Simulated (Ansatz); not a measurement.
Born–Oppenheimer molecular dynamics of H$_{11}$N$_{3}$OSi (16 atoms, charge 0, multiplicity 1). It starts from a rough guess of a transition structure, not a stationary point.

Computed with UKS PBE0/STO-3G (Ansatz).

| Quantity | Value |
| --- | --- |
| ensemble | NVE (velocity Verlet) |
| time step | 0.5 fs |
| steps asked | 150 |
| starting velocities drawn for | 600 K |
| seed | 482219 |

First frame:

```xyz
16
Properties=species:S:1:pos:R:3
Si 0.502 0.534 1.262
O 0.612 1.187 -0.698
H 0.379 -0.086 2.617
H 1.876 1.052 1.324
N -1.037 1.282 1.236
H -0.168 -1.279 -0.809
N 0.410 -1.400 0.395
H -0.071 0.393 -1.430
N -0.615 -0.718 -1.941
H 1.502 1.102 -1.035
H -1.519 1.488 2.092
H -1.264 1.940 0.510
H -0.128 -2.004 0.998
H 1.339 -1.781 0.297
H -1.617 -0.671 -2.016
H -0.202 -1.038 -2.802
```

Question: How far do the bonds stretch over the last three quarters of this one trajectory? (Pairs bonded in most of those frames.)

Answer: 
```csv
bond,mean (Å),spread (Å),shortest,longest
Si1–O2,1.880,0.045,1.80,1.95
Si1–H3,1.469,0.032,1.42,1.52
Si1–H4,1.461,0.019,1.43,1.49
Si1–N5,1.750,0.038,1.69,1.81
Si1–N7,1.973,0.156,1.69,2.16
O2–H10,1.020,0.041,0.94,1.08
N5–H11,1.036,0.018,1.01,1.09
N5–H12,1.039,0.039,0.98,1.10
H6–N9,1.242,0.087,1.08,1.42
N7–H13,1.048,0.034,0.99,1.11
N7–H14,1.051,0.024,1.01,1.09
N9–H15,1.047,0.028,0.99,1.10
N9–H16,1.051,0.060,0.96,1.15
```

Pairs bonded in part of these frames only: O2–H8 54 %, H6–N7 35 %, H6–N9 65 %, H8–N9 55 %.

Mean temperature of the second half: 615 K. The conserved energy stayed within 0.44 meV per atom of its start (net change -0.2 meV per atom), so the integration is sound. A run of 0.075 ps of so small a system gives no equilibrium averages. The orbitals were unrestricted but ended closed-shell. Limits of this set-up: minimal basis.

The run took 11 min on 1 thread of Arm Neoverse V2, with other jobs on the host, peak memory 0.15 GiB.
